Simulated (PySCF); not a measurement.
CH4BrClOSi. Atoms are numbered in the order given.

```xyz
9

C      2.0217     0.0866    -1.0507
Si     0.2050    -0.0252    -0.6855
O     -0.4604    -1.1686    -1.6953
Cl    -0.7191     1.8178    -0.9814
Br    -0.1388    -0.5917     1.4602
H      2.5049    -0.8939    -0.8705
H      2.4980     0.8456    -0.4007
H      2.1745     0.3748    -2.1099
H     -1.4122    -1.3384    -1.5779
```

Geometry optimised at PBE-D3(BJ)/def2-SVP. The structure was generated by enumeration, and PubChem lists no compound with its InChIKey, so it may never have been made. The values are those of a single conformer.

Level of theory: PBE/def2-TZVP run with PySCF.

ESP charges are fitted to the potential on shells at 1.4 to 2.0 van der Waals radii. Atomic charges (e):

```tsv
atom	Mulliken	Löwdin	ESP fit
C1	-0.44	-0.44	-0.60
Si2	0.56	-0.50	0.37
O3	-0.46	-0.09	-0.49
Cl4	-0.21	0.23	-0.14
Br5	-0.21	0.18	-0.13
H6	0.15	0.14	0.21
H7	0.15	0.14	0.18
H8	0.15	0.14	0.22
H9	0.32	0.19	0.38
```

Computed Mayer and Wiberg (Löwdin basis) orders of the bonds:
```tsv
bond	Mayer	Wiberg
C1–Si2	1.03	1.23
Si2–O3	1.27	1.70
Si2–Cl4	1.17	1.77
Si2–Br5	1.13	1.71
C1–H6	0.93	0.89
C1–H7	0.94	0.89
C1–H8	0.93	0.89
O3–H9	0.87	1.00
```
